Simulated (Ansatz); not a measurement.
Ansatz (a quantum-chemistry and plane-wave program) input:

Ansatz 0.2 input:
```yaml
crystal:
  periodic: [false, false, false]
  atoms:
    - {symbol: Au, position_ang: [-0.00000000, -0.00000000, -1.27682546]}
    - {symbol: Au, position_ang: [0.00000000, 0.00000000, 1.27682546]}
basis:
  gaussian:
    orbitals: def2-TZVP
hamiltonian:
  xc: b3lyp
  dispersion: d3bj
phonons: {temperatures: {t_min: 298.15, t_max: 298.15, t_step: 100}}
```

Problem. Predict the final energy.

Solution. -271.59567 Eh (B3LYP-D3(BJ)/def2-TZVP). The basis has 80 functions.
